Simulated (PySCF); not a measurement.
Si(Me)(OH)(NH2)2 (CH8N2OSi), SMILES C[Si](N)(N)O. Geometry: PBE0-D3(BJ)/def2-SVP. The values are those of a single conformer.

All values below come from PBE0-D3(BJ)/def2-SVP in PySCF.

Harmonic wavenumbers (cm⁻¹): 128, 185, 212, 228, 271, 281, 314, 343, 405, 415, 440, 667, 725, 757, 793, 809, 823, 887, 929, 951, 1269, 1428, 1431, 1537, 1543, 3060, 3159, 3171, 3613, 3616, 3713, 3718, 3925. Rotational constants (GHz): 3.767, 3.562, 3.196; symmetry number 1.

Task: Work out the zero-point energy and the ideal-gas rigid-rotor harmonic-oscillator thermochemistry at 298.15 K and 1 atm.

Result: ZPE = ½ Σ hcν = ½ × 45746 cm⁻¹ = 273.62 kJ/mol. H − E(el) = 298.26 kJ/mol. Entropy in J/(mol K): translation 165.16, rotation 110.54, vibration 81.36, total 357.06. G − E(el) = 191.80 kJ/mol. Cp = 136.05 J/(mol K). Modes under 150 cm⁻¹ make the vibrational entropy uncertain.
